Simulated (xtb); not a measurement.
FNa, singlet, at the geometry of the source list (GFN-xTB shapes and energies of metal compounds can be far from the true ones); xtb 6.7.1 with GFN2-xTB.

Input for xtb:
```
$ xtb mol.xyz --gfn 2 --chrg 0 --uhf 0 --json

# file mol.xyz
2

Na    -0.46820000    -0.38610000    -0.63250000
F      0.46820000     0.38610000     0.63250000
```

Task: What does xtb print? Leave out banner, timings and long lists.

Result: 
```
   ID    Z sym.   atoms
    1   11 Na     1
    2    9 F      2

           -------------------------------------------------
          |                Calculation Setup                |
           -------------------------------------------------

           -------------------------------------------------
          |                 G F N 2 - x T B                 |
           -------------------------------------------------

          ...................................................
          :                      SETUP                      :
          :.................................................:
          :  # basis functions                   8          :
          :  # atomic orbitals                   8          :
          :  # shells                            4          :
          :  # electrons                         8          :
          :  max. iterations                   250          :
          :  Hamiltonian                  GFN2-xTB          :
          :  restarted?                      false          :
          :  GBSA solvation                  false          :
          :  PC potential                    false          :
          :  electronic temp.          300.0000000     K    :
          :  accuracy                    1.0000000          :
          :  -> integral cutoff          0.2500000E+02      :
          :  -> integral neglect         0.1000000E-07      :
          :  -> SCF convergence          0.1000000E-05 Eh   :
          :  -> wf. convergence          0.1000000E-03 e    :
          :  Broyden damping             0.4000000          :
          :  net charge                          0          :
          :  unpaired electrons                  0          :
          ...................................................

 iter      E             dE          RMSdq      gap      omega  full diag
   1     -5.0107293 -0.501073E+01  0.875E+00    2.40       0.0  T
   2     -5.0120035 -0.127424E-02  0.552E+00    1.99       1.0  T
   3     -5.0122299 -0.226435E-03  0.284E-01    2.02       1.0  T
   4     -5.0122467 -0.167606E-04  0.124E-01    2.08       1.0  T
   5     -5.0122470 -0.336986E-06  0.477E-02    2.09       1.5  T
   6     -5.0122471 -0.591653E-07  0.135E-02    2.09       5.2  T
   7     -5.0122471  0.306825E-09  0.125E-03    2.09      56.5  T
   8     -5.0122471 -0.179652E-08  0.142E-04    2.09     498.4  T
   9     -5.0122471 -0.184919E-11  0.941E-05    2.09     751.5  T

   *** convergence criteria satisfied after 9 iterations ***

         :::::::::::::::::::::::::::::::::::::::::::::::::::::
         ::                     SUMMARY                     ::
         :::::::::::::::::::::::::::::::::::::::::::::::::::::
         :: total energy              -5.003083517489 Eh    ::
         :: gradient norm              0.001149292897 Eh/a0 ::
         :: HOMO-LUMO gap              2.092122012396 eV    ::
         ::.................................................::
         :: SCC energy                -5.012247082253 Eh    ::
         :: -> isotropic ES            0.122040035678 Eh    ::
         :: -> anisotropic ES          0.005769501780 Eh    ::
         :: -> anisotropic XC          0.000241594760 Eh    ::
         :: -> dispersion             -0.000194644450 Eh    ::
         :: repulsion energy           0.009163564764 Eh    ::
         :: add. restraining           0.000000000000 Eh    ::
         :: total charge              -0.000000000000 e     ::
         :::::::::::::::::::::::::::::::::::::::::::::::::::::

           -------------------------------------------------
          |                Property Printout                |
           -------------------------------------------------

    * Orbital Energies and Occupations

         #    Occupation            Energy/Eh            Energy/eV
      -------------------------------------------------------------
         1        2.0000           -0.6288535             -17.1120
         2        2.0000           -0.3561194              -9.6905
         3        2.0000           -0.3549003              -9.6573
         4        2.0000           -0.3549003              -9.6573 (HOMO)
         5                         -0.2780162              -7.5652 (LUMO)
         6                         -0.0837827              -2.2798
         7                         -0.0837827              -2.2798
         8                          0.0941698               2.5625
      -------------------------------------------------------------
                  HL-Gap            0.0768841 Eh            2.0921 eV
             Fermi-level           -0.3164582 Eh           -8.6113 eV

     #   Z          covCN         q      C6AA      α(0)
     1  11 Na       0.598     0.705   154.374    45.190
     2   9 F        0.598    -0.705    18.088     5.016

 Mol. C6AA /au·bohr⁶  :        229.040831
 Mol. C8AA /au·bohr⁸  :      23066.452349
 Mol. α(0) /au        :         50.205966

Wiberg/Mayer (AO) data.
largest (>0.10) Wiberg bond orders for each atom

 ---------------------------------------------------------------------------
     #   Z sym  total        # sym  WBO       # sym  WBO       # sym  WBO
 ---------------------------------------------------------------------------
     1  11 Na   0.553 --     2 F    0.553
     2   9 F    0.553 --     1 Na   0.553
 ---------------------------------------------------------------------------

Topologies differ in total number of bonds
Writing topology from bond orders to xtbtopo.mol

molecular dipole:
                 x           y           z       tot (Debye)
 q only:       -1.247      -1.029      -1.685
   full:       -1.528      -1.260      -2.064       7.272
molecular quadrupole (traceless):
                xx          xy          yy          xz          yz          zz
 q only:        0.000      -0.000       0.000      -0.000      -0.000      -0.000
  q+dip:       -0.103       0.503      -0.298       0.825       0.680       0.401
   full:       -0.019       0.093      -0.055       0.152       0.125       0.074

           -------------------------------------------------
          | TOTAL ENERGY               -5.003083517489 Eh   |
          | GRADIENT NORM               0.001149292897 Eh/α |
          | HOMO-LUMO GAP               2.092122012396 eV   |
           -------------------------------------------------

normal termination of xtb
```
